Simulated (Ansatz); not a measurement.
`C=CC(F)S` + `CCNC(C)(C)C` → `C=CN(CC)C(C)(C)C` + `FCS`  (substitution at a C–C bond)

Gas-phase electronic energies from Ansatz, PBE0-D4/def2-TZVP geometries. CCSD(T)/CBS adds triple-zeta CCSD(T) − MP2 to the extrapolated MP2 energy (def2 sets, frozen cores). Functionals use def2-TZVPP. One conformer a species, not always the lowest.

```
          level  ΔE (eV)
         B2PLYP     0.11
           PBE0     0.11
CCSD/def2-TZVPP     0.14
 CCSD/CBS(def2)     0.16
```

Problem. What does CCSD(T)/CBS give? (An estimate is asked.)

Solution. Ansatz gave: +0.12 eV. The listed levels differ from it by -0.01, -0.01, 0.02, 0.04 eV.

Largest T1 diagnostic among the species: 0.012.

In def2-TZVPP, CCSD(T) changes the Hartree–Fock value by −0.19 eV (the triples alone add −0.04 eV) and MP2 by −0.25 eV. The D4 term adds −0.11 eV with B3LYP and −0.07 eV with PBE0; it sums over pairs of atoms, weighted by their polarisabilities, and B3LYP, whose exchange is more repulsive, gets the larger term.

B3LYP here is the variant with VWN-RPA as its local correlation; programs differ in this.
